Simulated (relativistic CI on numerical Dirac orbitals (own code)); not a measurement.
**Calculated levels, Au XXIX**

Method of calculation: Dirac-Coulomb-Breit CI, KLI orbitals optimised for each configuration, a model potential for QED, unscaled Slater integrals (own radial code, finite nucleus).

CI space (outside the closed core [Ar] 3d10 4p6 4d10): 4s2.4f5, 4s2.4f4.5s, 4s2.4f3.5s2, 4s2.4f4.5p, 4s2.4f3.5s.5p, 4s2.4f3.5p2, 4s.4f6, 4s2.4f4.6s. Levels of other configurations are missing.

```tsv
No.	Configuration	Term	J	E (cm⁻¹)	%	Lifetime (s)
41	4s2.4f5	4G°	9/2	126331.9	23	4.85e-04
42	4s2.4f5	4G°	7/2	127892.7	49	2.69e-04
43	4s2.4f5	4F°	7/2	129025.3	45	6.12e-04
44	4s2.4f5	4K°	17/2	129439.3	55	7.53e-04
45	4s2.4f5	4G°	5/2	130348.6	65	5.27e-04
46	4s2.4f5	2H°	11/2	130932.5	24	5.29e-04
47	4s2.4f5	2P°	3/2	134381.0	36	8.18e-04
48	4s2.4f5	4G°	11/2	134998.8	36	5.50e-04
49	4s2.4f5	4F°	9/2	135821.7	46	9.67e-04
50	4s2.4f5	6P°	7/2	137471.8	52	2.28e-03
51	4s2.4f5	4M°	19/2	137606.1	35	1.14e-03
52	4s2.4f5	4K°	15/2	137637.5	55	8.32e-04
53	4s2.4f5	2K°	15/2	138179.0	38	1.67e-03
54	4s2.4f5	4F°	5/2	141206.8	25	5.12e-04
55	4s2.4f5	2D°	3/2	141230.5	31	6.12e-04
56	4s2.4f5	4P°	1/2	141411.9	70	3.39e-04
57	4s2.4f5	4G°	9/2	141642.4	47	3.30e-04
58	4s2.4f5	4G°	5/2	145154.1	24	5.68e-04
59	4s2.4f5	2N°	19/2	145218.0	57	5.95e-04
60	4s2.4f5	2O°	21/2	145351.9	53	8.83e-04
61	4s2.4f5	4I°	11/2	146902.2	51	8.09e-04
62	4s2.4f5	4F°	9/2	147764.8	36	5.07e-04
63	4s2.4f5	2M°	17/2	151878.1	58	8.44e-04
64	4s2.4f5	2H°	9/2	152052.6	37	4.67e-04
65	4s2.4f5	4F°	7/2	152178.2	42	7.27e-04
66	4s2.4f5	4H°	13/2	152882.6	36	6.32e-04
67	4s2.4f5	4G°	11/2	156601.4	27	5.42e-04
68	4s2.4f5	4I°	15/2	156675.2	37	2.32e-04
69	4s2.4f5	2K°	13/2	157185.2	29	8.37e-04
70	4s2.4f5	2F°	5/2	157570.5	24	4.10e-04
71	4s2.4f5	4G°	7/2	159950.9	38	6.25e-04
72	4s2.4f5	4P°	5/2	161469.3	43	4.61e-04
73	4s2.4f5	2K°	13/2	163529.2	33	3.49e-04
74	4s2.4f5	4K°	11/2	163703.9	28	4.72e-04
75	4s2.4f5	4H°	7/2	165074.2	51	2.75e-04
76	4s2.4f5	4F°	3/2	167974.8	32	5.01e-04
77	4s2.4f5	2I°	11/2	167996.0	32	5.89e-04
78	4s2.4f5	2O°	23/2	168432.5	100	2.36e-03
79	4s2.4f5	4G°	9/2	172424.0	46	4.37e-04
80	4s2.4f5	2L°	17/2	172834.9	42	5.91e-04
81	4s2.4f5	2F°	7/2	172864.2	49	4.84e-04
82	4s2.4f5	4I°	15/2	173275.4	45	5.32e-04
83	4s2.4f5	4P°	1/2	173576.6	38	3.07e-04
84	4s2.4f5	4I°	13/2	175791.8	45	3.60e-04
85	4s2.4f5	2D°	3/2	175950.9	50	3.16e-04
86	4s2.4f5	2H°	11/2	178050.3	41	4.42e-04
87	4s2.4f5	2F°	7/2	179733.9	43	5.89e-04
88	4s2.4f5	2H°	9/2	179809.8	33	6.16e-04
89	4s2.4f5	4G°	5/2	181695.8	40	2.44e-04
90	4s2.4f5	2L°	17/2	184585.0	80	6.89e-04
91	4s2.4f5	4P°	1/2	186970.6	43	2.61e-04
92	4s2.4f5	2D°	5/2	188578.0	46	5.84e-04
93	4s2.4f5	2M°	19/2	189367.7	61	4.31e-04
94	4s2.4f5	2H°	11/2	189531.1	35	8.84e-04
95	4s2.4f5	2H°	9/2	189857.8	39	2.74e-04
96	4s2.4f5	4H°	13/2	190727.6	46	6.18e-04
97	4s2.4f5	4F°	3/2	190796.0	27	3.08e-04
98	4s2.4f5	4K°	15/2	190865.5	77	6.55e-04
99	4s2.4f5	4H°	11/2	191834.4	40	4.78e-04
100	4s2.4f5	2K°	13/2	192220.9	24	4.80e-04
101	4s2.4f5	2N°	21/2	192327.8	54	3.96e-04
102	4s2.4f5	4H°	7/2	193122.8	39	2.27e-04
103	4s2.4f5	2H°	9/2	194744.1	32	2.13e-04
104	4s2.4f5	2F°	5/2	196628.2	31	3.06e-04
105	4s2.4f5	4K°	17/2	196907.5	65	9.51e-04
106	4s2.4f5	2H°	11/2	197055.3	34	3.80e-04
107	4s2.4f5	2H°	9/2	201757.5	61	6.29e-04
108	4s2.4f5	4H°	7/2	202422.4	33	5.73e-04
109	4s2.4f5	4F°	3/2	203479.0	30	3.15e-04
110	4s2.4f5	2I°	13/2	203975.6	60	6.74e-04
```

Energies count from the lowest computed level; ° marks odd parity; lifetimes are radiative, by E1, M1, E2, M2 decay to levels of this space only.

The mean weight of the leading LS term, summed over parents, in these 70 levels is 43 %, and that of the leading jj configuration (from the same eigenvectors) 59 %, so jj coupling describes them better and the LS labels are nominal.

At this charge energies of transitions that change n are usually good to better than 1 %, and those within a shell (Δn = 0) to a few per cent. Terms inside the open d or f shell come out 10 to 20 % too wide with unscaled integrals.

LS names give the leading component of a level, which can be under half, so a name can repeat, a term be missing and a line seem to break the LS rules.
